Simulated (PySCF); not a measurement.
# BeH: frontier orbitals

TPSSh at R = 1.354 Å; Be aug-pcseg-1, H aug-pcseg-1; no relativity (PySCF 2.14). State: ²Σ⁺ (doublet), unpaired electrons σ ↑. Only the outer orbitals are listed, counted within each symmetry.

| spin | orbital | occ. | ε (eV) | on Be (%) | main shells (%) |
| --- | --- | --- | --- | --- | --- |
| α | 2σ | 1 | -9.23 | 30 | 68 H s, 25 Be s |
| α | 3σ | 1 | -5.20 | 100 | 59 Be s, 41 Be p |
| α | 1π | 0 | -1.67 | 102 | 102 Be p |
| α | 1π | 0 | -1.67 | 102 | 102 Be p |
| β | 2σ | 1 | -8.77 | 26 | 72 H s, 19 Be s |
| β | 3σ | 0 | -3.62 | 96 | 49 Be p, 47 Be s |
| β | 1π | 0 | -1.15 | 97 | 97 Be p |
| β | 1π | 0 | -1.15 | 97 | 97 Be p |

Q: Which are the highest filled and the lowest empty level, where do they sit, and how wide is the gap?

A: Highest filled α 3σ at -5.20 eV (in %: 59 Be s, 41 Be p); lowest empty β 3σ at -3.62 eV (in %: 49 Be p, 47 Be s); the gap at TPSSh is 1.58 eV.

```json
{
 "bond order (Mayer)": "0.60",
 "⟨S²⟩": "0.751",
 "charge on Be (Mulliken, basis-dependent)": "0.43",
 "charge on Be (Löwdin, basis-dependent)": "0.36",
 "dipole moment (positive dipole means Be(−)H(+))": "-0.19 D"
}
```

Shares are Mulliken populations and can fall outside 0 to 100 %.

The state was picked by a PBE0 search and need not be the measured ground state.
